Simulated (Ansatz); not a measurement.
Reaction (formal exchange of groups at a Ga–S bond): `C[S][GaH2]` + `O=CSC=S` → `O=C[S][GaH2]` + `CSC=S`

Calculated with Ansatz (gas phase, PBE0-D4/def2-TZVP geometries, no zero-point term in ΔE). CCSD(T)/CBS is the MP2 limit (def2-TZVPP, def2-QZVPP) plus CCSD(T) − MP2 in def2-TZVPP, frozen cores. Functionals use def2-TZVPP. B3LYP here is the variant with VWN-RPA as its local correlation; programs differ in this. HSE06 is defined as in plane-wave codes. For Ga outer-core shells are correlated without core-valence functions, which leaves a few kJ/mol of doubt a bond. Scalar relativity is left out up to krypton. Each species was taken in one conformer, which may not be the lowest.

`C[S][GaH2]`:

Cartesian coordinates in Å:
```
C -0.824 0.882 -0.682
S 0.737 0.016 -1.028
Ga 1.095 -1.121 0.802
H -0.654 1.956 -0.752
H -1.202 0.643 0.311
H -1.563 0.589 -1.427
H 0.026 -0.969 1.936
H 2.385 -1.996 0.841
```

`O=CSC=S`:

Cartesian coordinates in Å:
```
O 0.314 1.030 1.425
C 0.931 0.972 0.406
S 0.560 -0.084 -0.986
C -0.850 -0.904 -0.402
S -1.655 -2.011 -1.244
H 1.828 1.581 0.197
H -1.127 -0.583 0.604
```

`O=C[S][GaH2]`:

Cartesian coordinates in Å:
```
O -1.150 2.464 -0.195
C -0.742 1.346 -0.178
S 0.766 0.877 0.664
Ga 0.794 -1.289 0.222
H -1.258 0.505 -0.678
H -0.402 -1.811 -0.635
H 1.992 -2.092 0.800
```

`CSC=S`:

```xyz
8

C    -1.025    0.165   -0.688
S    -0.184    0.815    0.766
C     1.214   -0.172    0.843
S     2.368   -0.049    1.968
H    -0.409    0.283   -1.579
H    -1.934    0.753   -0.806
H    -1.296   -0.881   -0.546
H     1.266   -0.916    0.043
```

| level | ΔE (kJ/mol) | difference from CCSD(T)/CBS |
| --- | --- | --- |
| LDA (SPW92) | -11.5 | -2.2 |
| revPBE-D4 | -12.0 | -2.7 |
| BLYP-D4 | -10.9 | -1.6 |
| r2SCAN-D4 | -12.5 | -3.2 |
| B97M-V | -11.4 | -2.1 |
| PBE0-D4 | -11.7 | -2.4 |
| B3LYP-D4 | -10.7 | -1.4 |
| r2SCANh-D4 | -12.3 | -3.0 |
| r2SCAN0-D4 | -11.9 | -2.6 |
| HSE06-D4 | -11.8 | -2.5 |
| BHLYP-D4 | -9.8 | -0.5 |
| ωB97X-V | -9.3 | 0.0 |
| ωB97M-V | -9.6 | -0.3 |
| B2PLYP | -10.7 | -1.4 |
| PBE-QIDH | -10.9 | -1.6 |
| revPBE | -13.4 | -4.1 |
| BLYP | -11.9 | -2.6 |
| r2SCAN | -12.7 | -3.4 |
| PBE0 | -12.1 | -2.8 |
| B3LYP | -11.4 | -2.1 |
| r2SCANh | -12.5 | -3.2 |
| r2SCAN0 | -12.1 | -2.8 |
| HSE06 | -12.2 | -2.9 |
| BHLYP | -10.3 | -1.0 |
| CAM-B3LYP | -9.9 | -0.6 |
| LC-ωPBE | -9.7 | -0.4 |
| HF/def2-SVP | -3.0 | 6.3 |
| MP2/def2-SVP | -2.2 | 7.1 |
| CCSD(T)/def2-SVP | -0.5 | 8.8 |
| HF/def2-TZVPP | -9.0 | 0.3 |
| MP2/def2-TZVPP | -10.2 | -0.9 |
| SCS-MP2/def2-TZVPP | -9.3 | 0.0 |
| CCSD/def2-TZVPP | -8.4 | 0.9 |
| CCSD(T)/def2-TZVPP | -8.4 | 0.9 |
| HF/def2-QZVPP | -10.1 | -0.8 |
| MP2/def2-QZVPP | -11.1 | -1.8 |
| SCS-MP2/def2-QZVPP | -10.2 | -0.9 |
| HF/CBS(def2) | -10.2 | -0.9 |
| MP2/CBS(def2) | -11.1 | -1.8 |
| CCSD/CBS(def2) | -9.3 | 0.0 |
| CCSD(T)/CBS | -9.3 | 0 |

Largest T1 diagnostic among the species: 0.019.

At CCSD(T), def2-SVP lies +8.8 kJ/mol from the extrapolated value and def2-TZVPP +0.9 kJ/mol. Leaving LDA and LC-ωPBE aside and taking each functional with its dispersion term where it has one, the values spread over 3.2 kJ/mol, from r2SCAN-D4 to ωB97X-V.
